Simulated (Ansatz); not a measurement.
Spectroscopic constants of ZnS, closed-shell singlet (the spin of the measured ground state). No spin–orbit coupling. Zn is treated without relativity.

D_e counts from the fitted minimum to each atom's lowest state at the same level, without counterpoise. The singlet is restricted.

Correlated levels freeze the inner cores; with def2 sets outer-core shells near the valence are correlated too. CBS(a, b) extrapolates the correlation energy as X⁻³ and adds the Hartree–Fock energy of set b.

Codes used: Ansatz (Gaussian orbitals). Values without a source in brackets are computed.

PBE/def2-TZVPP gives 38.24 kcal/mol for the bond energy D_e.

Task: How do the other levels lie against it? Give each less PBE: r2SCAN/def2-TZVPP, B3LYP/def2-TZVPP, wB97M-V/def2-TZVPP, CCSD(T)/CBS(def2-TZVPP, def2-QZVPP).

Result: r2SCAN/def2-TZVPP -1.06; B3LYP/def2-TZVPP -9.74; wB97M-V/def2-TZVPP -5.65; CCSD(T)/CBS(def2-TZVPP, def2-QZVPP) -1.21 kcal/mol. 0 of 4 lie above PBE; the widest gap is to B3LYP/def2-TZVPP.

Doubts at one or more of the structures used: a restricted determinant that unrestricted orbitals would lower (CCSD(T)/CBS(def2-TZVPP, def2-QZVPP)).

Ansatz is an electronic-structure program.
